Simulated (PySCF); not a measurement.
Species: C8H11PS.
Cartesian coordinates in Å at the GFN2-xTB level; atoms count from 1:
```
atom  x, y, z in Å
C1    -2.2738    0.3327   -1.1559
P2    -2.1178   -1.0211    0.0647
S3    -3.7810   -1.7138    0.7599
C4    -0.9260   -0.4027    1.3340
C5     0.3814   -0.0373    0.7117
C6     1.2740   -1.0366    0.3403
C7     2.4709   -0.7169   -0.2745
C8     2.7892    0.6070   -0.5266
C9     1.9070    1.6084   -0.1586
C10    0.7083    1.2886    0.4545
H11   -2.8375   -0.0415   -2.0101
H12   -2.8413    1.1418   -0.6937
H13   -1.2981    0.6912   -1.4770
H14   -1.3205   -1.9311   -0.6411
H15   -1.4083    0.4496    1.8236
H16   -0.8197   -1.2036    2.0726
H17    1.0293   -2.0699    0.5457
H18    3.1565   -1.5018   -0.5570
H19    3.7237    0.8571   -1.0054
H20    2.1520    2.6428   -0.3491
H21    0.0227    2.0740    0.7414
```

Definitions: NICS(0) = −σiso at the ring centroid; NICS(1) = −σiso and NICS(1)zz = −σzz at ±1 Å along the ring normal z. Level: GIAO PBE0/pcSseg-1 (PySCF, non-relativistic, gas phase) on the GFN2-xTB geometry, one conformer.

Ring bond lengths (Å), with Mayer bond orders in brackets: C5–C6 1.390 (1.38), C6–C7 1.383 (1.45), C7–C8 1.385 (1.43), C8–C9 1.384 (1.43), C9–C10 1.384 (1.45), C10–C5 1.390 (1.40).

Problem. Give the NICS values of each ring in ppm.

Solution. 
```csv
ring,type,NICS(0),"NICS(1), two faces","NICS(1)zz, two faces",rms pucker (Å),"centre to ring atoms, mean (Å)"
C5–C6–C7–C8–C9–C10,6-membered carbocycle; formal bonds all aromatic,-8.6,-11.2 / -11.3,-28.2 / -29.1,0.00,1.39
```

Problem. What do they say, and how far can they be read as aromaticity?

Solution. 
- C5–C6–C7–C8–C9–C10: mean NICS(1)zz -28.6 ppm, shielded, aromatic by this magnetic criterion (flat ring, no four-coordinate atom).

Problem. And the bond-length index? HOMA takes Krygowski's 1993 parameters.

Solution. 
- C5–C6–C7–C8–C9–C10: HOMA 1.00 = 1 − EN − GEO, with mean bond length 1.386 Å, EN = α(Ropt − mean)² = 0.001 and GEO = α × variance = 0.002. The geometric and the magnetic index point the same way.

Problem. At the first NICS(1) probe listed for ring C5–C6–C7–C8–C9–C10, 1 Å off the ring, what do the in-plane components average?

Solution. The isotropic value is a third of the trace: (3 × -11.2 − (-28.2))/2 = -2.7 ppm.

Problem. Give the inner angles of the rings and the Hirshfeld charges of the ring atoms.

Solution. 
- C5–C6–C7–C8–C9–C10: C5 119.0° (+0.003 e), C6 120.5° (-0.051 e), C7 120.1° (-0.045 e), C8 119.8° (-0.048 e), C9 120.2° (-0.045 e), C10 120.4° (-0.049 e); sum 720.0° against 720° for a flat convex ring.

Problem. How shielded are the nuclei of the rings and their hydrogens (means over atoms taken as equivalent)?

Solution. 
```tsv
atoms	environment	σ isotropic (ppm)	principal values of the symmetric part, first atom (ppm)
C5	substituted aromatic carbon	47.9	-54.3, 20.9, 177.0
C6 (×2)	aromatic CH carbon	52.3	-53.2, 42.9, 168.0
C7 (×2)	aromatic CH carbon	51.9	-59.0, 36.8, 178.1
C8	aromatic CH carbon	54.1	-55.4, 37.6, 180.0
H17 (×2)	aromatic hydrogen	24.31	20.3, 22.7, 29.8
H18 (×2)	aromatic hydrogen	24.05	20.6, 24.4, 27.1
H19	aromatic hydrogen	24.14	20.8, 25.0, 26.6
```
